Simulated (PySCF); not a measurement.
Stretching CaZn

Set-up: basis Ca pcseg-1, Zn pcseg-1; no relativity; PySCF 2.14. Energies in eV from Ca + Zn in their ground configurations at the same level. State: ¹Σ⁺ (singlet), closed shell.

```json
{"R (Å)": "3.260", "RHF-SCS-MP2": "0.1448", "PBE0": "-0.0226"}
{"R (Å)": "3.412", "RHF-SCS-MP2": "0.0893", "PBE0": "-0.0620"}
{"R (Å)": "3.563", "RHF-SCS-MP2": "0.0548", "PBE0": "-0.0807"}
{"R (Å)": "3.677", "RHF-SCS-MP2": "0.0377", "PBE0": "-0.0858"}
{"R (Å)": "3.791", "RHF-SCS-MP2": "0.0256", "PBE0": "-0.0859"}
{"R (Å)": "3.905", "RHF-SCS-MP2": "0.0169", "PBE0": "-0.0829"}
{"R (Å)": "4.056", "RHF-SCS-MP2": "0.0088", "PBE0": "-0.0760"}
{"R (Å)": "4.246", "RHF-SCS-MP2": "0.0021", "PBE0": "-0.0655"}
{"R (Å)": "4.473", "RHF-SCS-MP2": "-0.0031", "PBE0": "-0.0528"}
{"R (Å)": "4.777", "RHF-SCS-MP2": "-0.0069", "PBE0": "-0.0383"}
```

Question: Put a parabola through the three lowest points of the PBE0 curve and estimate Re, k and ωe (reduced mass 24.59 u; 1 eV/Å² = 0.16022 mdyn/Å; ωe = 1302.8·√(k/μ) cm⁻¹).

Answer: Through R = 3.677, 3.791, 3.905 Å the second-order coefficient is 0.119 eV/Å², so Re ≈ 3.738 Å, k ≈ 0.0382 mdyn/Å and ωe ≈ 51 cm⁻¹. A polynomial fit of higher order to the unrounded PBE0 energies gives Re = 3.737 Å, k = 0.0483 mdyn/Å, ωe = 57.8 cm⁻¹; anharmonicity and rounding make the difference.

The higher-order fit for each curve: PBE0: Re = 3.737 Å, ωe = 57.8 cm⁻¹, De = 0.086 eV. RHF-SCS-MP2 gives no reliable minimum on this grid.

Correlated steps freeze 10 core orbitals. Closed-shell solutions of metal pairs were not tested for spin polarisation, which can lower them a little. The bond is weak. Basis-set superposition, not corrected here, can be much of De in a small basis, most of all at correlated wavefunction levels. Functionals without a dispersion term scatter widely for such bonds, and LDA overbinds them.
